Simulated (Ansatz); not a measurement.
BF$_{2}$HSSi, SMILES `FB1S[SiH]1F`. The species carries charge 0 and has multiplicity 1. The geometry is a stationary point of PBE0-D4/def2-TZVP.

```xyz
6

F    -0.466    1.775   -1.621
B    -0.089    0.772   -0.871
S     1.014   -0.613   -1.150
Si   -0.061   -0.321    0.702
F    -1.179   -1.407    1.033
H     0.781   -0.206    1.908
```

(1) What is the dipole moment at ωB97M-V/def2-TZVPP? (An estimate is asked.)

(2) And with PBE, r2SCAN, B3LYP? (An estimate is asked.)

(3) Give the Mulliken charges with ωB97M-V, PBE, r2SCAN in def2-TZVPP. (Best estimate.)

Answers

(1) Ansatz gave: 1.19 D, with components (0.59, 0.36, 0.97) D in this frame, pointing from negative to positive charge.

(2) The calculation gave: PBE 1.03 D, r2SCAN 1.08 D, B3LYP 1.19 D.

(3) The calculation gave: 
| atom | ωB97M-V | PBE | r2SCAN |
| --- | --- | --- | --- |
| F1 | -0.23 | -0.18 | -0.25 |
| B2 | 0.34 | 0.33 | 0.33 |
| S3 | -0.16 | -0.16 | -0.17 |
| Si4 | 0.34 | 0.32 | 0.45 |
| F5 | -0.29 | -0.26 | -0.30 |
| H6 | -0.01 | -0.05 | -0.06 |

B3LYP here is the variant with VWN-RPA as its local correlation; programs differ in this.
